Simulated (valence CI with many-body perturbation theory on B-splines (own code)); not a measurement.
Energy levels of Pd³¹⁺

Level of theory: valence CI with perturbative core correlation (CI+MBPT): five valence electrons over a frozen Dirac-Fock core [Ne], a basis of 11 s, 11 p, 10 d, 8 f, 5 g, 2 h functions for each j, with the one-electron correlation potential Σ1, the two-electron term Σ2, the three-electron term Σ3, Breit, model QED; selected CI, second order for the rest, scaled by the run's own slope (own B-spline code, finite nucleus).

The last digits are not significant, and no measured levels were compared; by estimate large intervals hold to a few tenths of a per cent, small ones and those within an open d or f shell to about a per cent. Among the levels kept, up to 4100 cm⁻¹ of a level comes from second order outside the variational space, and about a tenth of that is noise between levels of different J, which matters for small intervals.

Levels 91 to 135 of 170, with energies above the lowest level, (3s^2 3p1/2^2 3p3/2) J=3/2. "Leading %" is the weight of the configuration and term that name the level; weights of strongly mixed levels are sums over their largest components and can fall short, so below about 35 % the name and the second component can differ from the true leading terms, or belong to a minority configuration. In the jj column 3d3/2^4 stands for four electrons in 3d with j = 3/2. Lifetimes count E1, E2, E3, M1 and M2 decay at the calculated energies, and are blank where another channel may lead or the interval is too uncertain; long ones can be off by a factor of two.

| No. | Configuration | Term | J | E (cm⁻¹) | Leading % | Lifetime | Second component | g | Leading jj |
| --- | --- | --- | --- | --- | --- | --- | --- | --- | --- |
| 91 | 3s2 3p 3d2 | 4P° | 1/2 | 2463900 | 24 | 4.27 ps | 21 % 3s2 3p 3d2 4D° | 1.491 | 3s^2 3p1/2 3d3/2 3d5/2 (59 %) |
| 92 | 3s 3p3 3d | 4D° | 5/2 | 2464400 | 17 | 4.49 ps | 17 % 3s 3p3 3d 2F° | 1.153 | 3s 3p1/2 3p3/2^2 3d3/2 (39 %) |
| 93 | 3s2 3p 3d2 | 2P° | 3/2 | 2472300 | 16 | 4.13 ps | 13 % 3s 3p3 3d 2D° | 1.122 | 3s 3p1/2 3p3/2^2 3d5/2 (34 %) |
| 94 | 3s 3p3 3d | 2F° | 5/2 | 2478100 | 42 | 5.76 ps | 8 % 3s 3p3 3d 4F° | 1.057 | 3s 3p1/2 3p3/2^2 3d5/2 (55 %) |
| 95 | 3s2 3p 3d2 | 4D° | 1/2 | 2480500 | 18 | 3.35 ps | 13 % 3s2 3p 3d2 4P° | 1.173 | 3s^2 3p1/2 3d3/2^2 (51 %) |
| 96 | 3s2 3p 3d2 | 4G° | 9/2 | 2481100 | 53 | 9.59 ps | 12 % 3s 3p3 3d 4F° | 1.181 | 3s^2 3p1/2 3d3/2 3d5/2 (28 %) |
| 97 | 3s 3p3 3d | 4D° | 7/2 | 2500100 | 56 | 4.30 ps | 22 % 3s 3p3 3d 2F° | 1.303 | 3s 3p1/2 3p3/2^2 3d5/2 (72 %) |
| 98 | 3s 3p3 3d | 2G° | 7/2 | 2503400 | 22 | 7.10 ps | 16 % 3s 3p3 3d 4F° | 1.089 | 3s 3p1/2 3p3/2^2 3d5/2 (39 %) |
| 99 | 3s 3p3 3d | 4D° | 1/2 | 2516300 | 38 | 3.28 ps | 16 % 3s2 3p 3d2 4D° | 0.350 | 3s 3p1/2 3p3/2^2 3d3/2 (46 %) |
| 100 | 3s2 3p 3d2 | 4D° | 3/2 | 2522300 | 22 | 4.37 ps | 14 % 3s2 3p 3d2 4P° | 1.198 | 3s^2 3p1/2 3d3/2 3d5/2 (24 %) |
| 101 | 3s 3p3 3d | 4D° | 5/2 | 2533500 | 19 | 3.84 ps | 14 % 3s 3p3 3d 2F° | 1.140 | 3s 3p1/2 3p3/2^2 3d3/2 (31 %) |
| 102 | 3s2 3p 3d2 | 4F° | 3/2 | 2544300 | 25 | 2.59 ps | 22 % 3s 3p3 3d 4D° | 0.932 | 3s 3p1/2 3p3/2^2 3d3/2 (42 %) |
| 103 | 3s 3p3 3d | 2F° | 5/2 | 2546700 | 32 | 4.54 ps | 16 % 3s2 3p 3d2 2F° | 0.989 | 3s 3p1/2 3p3/2^2 3d5/2 (38 %) |
| 104 | 3s 3p3 3d | 4D° | 1/2 | 2553200 | 26 | 3.94 ps | 15 % 3s 3p3 3d 2P° | 0.655 | 3s 3p1/2 3p3/2^2 3d3/2 (31 %) |
| 105 | 3s2 3p 3d2 | 2H° | 9/2 | 2562200 | 59 | 9.91 ps | 14 % 3s2 3p 3d2 4G° | 1.018 | 3s^2 3p1/2 3d5/2^2 (43 %) |
| 106 | 3s2 3p 3d2 | 4F° | 5/2 | 2562800 | 23 | 3.09 ps | 10 % 3s 3p3 3d 2F° | 1.100 | 3s^2 3p1/2 3d3/2 3d5/2 (35 %) |
| 107 | 3s 3p3 3d | 2P° | 3/2 | 2565100 | 12 | 3.37 ps | 11 % 3s2 3p 3d2 4P° | 1.191 | 3s 3p1/2 3p3/2^2 3d5/2 (40 %) |
| 108 | 3s2 3p 3d2 | 4D° | 7/2 | 2570800 | 26 | 3.47 ps | 21 % 3s2 3p 3d2 4F° | 1.287 | 3s^2 3p1/2 3d5/2^2 (40 %) |
| 109 | 3s 3p3 3d | 2P° | 1/2 | 2579100 | 38 | 3.05 ps | 37 % 3s 3p3 3d 4P° | 1.552 | 3s 3p3/2^3 3d3/2 (40 %) |
| 110 | 3s2 3p 3d2 | 4D° | 3/2 | 2589100 | 25 | 3.70 ps | 22 % 3s 3p3 3d 2D° | 1.094 | 3s 3p1/2 3p3/2^2 3d5/2 (25 %) |
| 111 | 3s 3p3 3d | 2D° | 5/2 | 2603200 | 12 | 9.17 ps | 11 % 3s 3p3 3d 4P° | 1.252 | 3s 3p3/2^3 3d5/2 (42 %) |
| 112 | 3s2 3p 3d2 | 2F° | 5/2 | 2616800 | 21 | 4.03 ps | 21 % 3s 3p3 3d 2D° | 1.149 | 3s 3p1/2 3p3/2^2 3d5/2 (33 %) |
| 113 | 3s2 3p 3d2 | 4P° | 3/2 | 2623600 | 30 | 3.49 ps | 16 % 3s 3p3 3d 4P° | 1.579 | 3s^2 3p1/2 3d5/2^2 (37 %) |
| 114 | 3s2 3p 3d2 | 2G° | 7/2 | 2631500 | 30 | 4.30 ps | 18 % 3s2 3p 3d2 2F° | 1.057 | 3s^2 3p1/2 3d3/2 3d5/2 (32 %) |
| 115 | 3s 3p3 3d | 2F° | 5/2 | 2638000 | 22 | 3.14 ps | 10 % 3s2 3p 3d2 4D° | 1.112 | 3s 3p1/2 3p3/2^2 3d5/2 (45 %) |
| 116 | 3s 3p3 3d | 2G° | 9/2 | 2643500 | 42 | 8.92 ps | 29 % 3s 3p3 3d 4F° | 1.196 | 3s 3p3/2^3 3d5/2 (58 %) |
| 117 | 3s 3p3 3d | 2P° | 3/2 | 2644100 | 17 | 2.90 ps | 8 % 3s2 3p 3d2 2D° | 1.120 | 3s 3p3/2^3 3d3/2 (25 %) |
| 118 | 3s 3p3 3d | 2S° | 1/2 | 2655500 | 32 | 3.14 ps | 26 % 3s2 3p 3d2 4P° | 1.702 | 3s^2 3p3/2 3d3/2 3d5/2 (29 %) |
| 119 | 3s 3p3 3d | 2F° | 7/2 | 2657600 | 28 | 4.18 ps | 18 % 3s2 3p 3d2 2F° | 1.174 | 3s^2 3p3/2 3d3/2 3d5/2 (31 %) |
| 120 | 3s 3p3 3d | 2D° | 5/2 | 2672600 | 14 | 4.48 ps | 13 % 3s2 3p 3d2 2D° | 1.095 | 3s 3p3/2^3 3d3/2 (45 %) |
| 121 | 3s2 3p 3d2 | 4G° | 11/2 | 2683700 | 91 | 11.6 ps |  | 1.263 | 3s^2 3p3/2 3d5/2^2 (59 %) |
| 122 | 3s 3p3 3d | 2P° | 3/2 | 2683900 | 33 | 2.97 ps | 23 % 3s2 3p 3d2 2D° | 1.086 | 3s 3p1/2 3p3/2^2 3d5/2 (37 %) |
| 123 | 3s 3p3 3d | 2F° | 7/2 | 2689900 | 35 | 7.59 ps | 23 % 3s2 3p 3d2 2F° | 1.147 | 3s 3p3/2^3 3d5/2 (45 %) |
| 124 | 3s2 3p 3d2 | 4F° | 9/2 | 2732200 | 38 | 3.32 ps | 24 % 3s2 3p 3d2 4G° | 1.219 | 3s^2 3p3/2 3d3/2 3d5/2 (73 %) |
| 125 | 3s2 3p 3d2 | 4F° | 7/2 | 2734400 | 35 | 3.31 ps | 22 % 3s2 3p 3d2 4D° | 1.237 | 3s^2 3p3/2 3d3/2 3d5/2 (64 %) |
| 126 | 3s2 3p 3d2 | 4D° | 1/2 | 2745900 | 36 | 2.23 ps | 19 % 3s 3p3 3d 2P° | 0.423 | 3s^2 3p3/2 3d3/2^2 (56 %) |
| 127 | 3s2 3p 3d2 | 4D° | 5/2 | 2751500 | 29 | 3.55 ps | 24 % 3s2 3p 3d2 4P° | 1.316 | 3s^2 3p3/2 3d3/2 3d5/2 (69 %) |
| 128 | 3s 3p3 3d | 2D° | 3/2 | 2753900 | 24 | 3.28 ps | 17 % 3s2 3p 3d2 4D° | 1.020 | 3s 3p3/2^3 3d5/2 (36 %) |
| 129 | 3s2 3p 3d2 | 2P° | 1/2 | 2755400 | 51 | 3.27 ps | 14 % 3s 3p3 3d 2P° | 0.741 | 3s^2 3p1/2 3d5/2^2 (40 %) |
| 130 | 3s2 3p 3d2 | 4D° | 5/2 | 2766100 | 20 | 2.00 ps | 18 % 3s2 3p 3d2 4F° | 1.143 | 3s^2 3p3/2 3d3/2^2 (49 %) |
| 131 | 3s2 3p 3d2 | 4D° | 3/2 | 2779400 | 20 | 2.92 ps | 19 % 3s 3p3 3d 2P° | 1.073 | 3s^2 3p3/2 3d3/2^2 (27 %) |
| 132 | 3s2 3p 3d2 | 2F° | 7/2 | 2779900 | 42 | 2.34 ps | 32 % 3s2 3p 3d2 4D° | 1.232 | 3s^2 3p3/2 3d3/2^2 (41 %) |
| 133 | 3s 3p3 3d | 2P° | 3/2 | 2808500 | 28 | 1.72 ps | 10 % 3s2 3p 3d2 4S° | 1.234 | 3s 3p1/2 3p3/2^2 3d3/2 (21 %) |
| 134 | 3s2 3p 3d2 | 2P° | 1/2 | 2809700 | 37 | 3.65 ps | 18 % 3s2 3p 3d2 4D° | 0.712 | 3s^2 3p3/2 3d5/2^2 (53 %) |
| 135 | 3s2 3p 3d2 | 2H° | 11/2 | 2816200 | 95 | 9.62 ps |  | 1.094 | 3s^2 3p3/2 3d3/2 3d5/2 (62 %) |

Where two levels of one J and parity lie close, their mixing, g and order are uncertain.
